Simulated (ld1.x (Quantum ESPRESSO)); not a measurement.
Which change was made? (Cr, RRKJ)

- Element: Cr
- Generator: ld1.x (Quantum ESPRESSO) 7.5
- Type: norm-conserving RRKJ (Kleinman–Bylander form)
- Functional: revPBE
- Relativity: scalar-relativistic
- Frozen core: [Ar]
- Valence charge: 6
- Reference configuration: 3d5 4s1 4p0
- Partial waves: 4s (bound): rc 2.50 bohr; 4p (bound, empty): rc 4.00 bohr; 3d (bound): rc 1.50 bohr; 4f channel at 0.05 Ry: rc 4.15 bohr
- Local potential: all-electron potential smoothed inside 2.70 bohr (lloc = -1)
- Core correction: none
- rho0: 0.01

Cutoffs, loose and tight: the cutoffs (Ry, on a coarse ladder) from which the occupation-weighted sum of valence levels, in a spherical-Bessel basis at the reference potential, stays within 10 and 1 mRy of its value at 400 Ry. They do not see the model core or the augmentation charge, which bear on the density cutoff. Test errors are all-electron minus pseudo excitation energies from the reference, over the configurations 3d5 4s0 4p0; 3d4 4s0 4p0; 3d3 4s0 4p0; 3d4 4s2 4p0; 3d4 4s1 4p0; 3d6 4s0 4p0; 3d5 4s0.5 4p0; variants that change the core or the reference have their own tests.

The base gives: outcome: generated; cutoff, loose: 80 Ry; cutoff, tight: 100 Ry; bound ghosts: none; largest test error (meV): -454.

Question: After one change the result is: outcome: generated; cutoff, loose: 60 Ry; cutoff, tight: 90 Ry; bound ghosts: none; largest test error (meV): -374. Which change was it?
A. local potential the p channel
B. wave 3d (bound): rc 1.50 bohr becomes 3d (bound): rc 1.66 bohr
C. type PAW; waves now 4s (bound): rcut 2.15, rcutus 2.50 bohr; 4s channel at 0.25 Ry: rcut 2.15, rcutus 2.50 bohr; 4p (bound): rcut 3.50, rcutus 4.00 bohr; 4p channel at 2.45 Ry: rcut 3.50, rcutus 4.00 bohr; 3d (bound): rcut 1.30, rcutus 1.50 bohr; 3d channel at 1.7 Ry: rcut 1.30, rcutus 1.50 bohr; 4f channel at 0.05 Ry: rcut 3.60, rcutus 4.15 bohr; local potential all-electron potential smoothed inside 3.20 bohr (lloc = -1); core correction a·sin(br)/r model core, default radius (ld1.x builds one for every PAW set, though the input has nlcc=.false.); augmentation PSQ, inside the norm-conserving radii; rho0 0
D. functional Wu–Cohen

Answer: B. The others give: local potential the p channel → outcome: generated; cutoff, loose: 80 Ry; cutoff, tight: 100 Ry; bound ghosts: s; largest test error (meV): -977 | type PAW; waves now 4s (bound): rcut 2.15, rcutus 2.50 bohr; 4s channel at 0.25 Ry: rcut 2.15, rcutus 2.50 bohr; 4p (bound): rcut 3.50, rcutus 4.00 bohr; 4p channel at 2.45 Ry: rcut 3.50, rcutus 4.00 bohr; 3d (bound): rcut 1.30, rcutus 1.50 bohr; 3d channel at 1.7 Ry: rcut 1.30, rcutus 1.50 bohr; 4f channel at 0.05 Ry: rcut 3.60, rcutus 4.15 bohr; local potential all-electron potential smoothed inside 3.20 bohr (lloc = -1); core correction a·sin(br)/r model core, default radius (ld1.x builds one for every PAW set, though the input has nlcc=.false.); augmentation PSQ, inside the norm-conserving radii; rho0 0 → outcome: failed: compute_chi: n is too large | functional Wu–Cohen → outcome: generated; cutoff, loose: 80 Ry; cutoff, tight: 100 Ry; bound ghosts: none; largest test error (meV): -576.
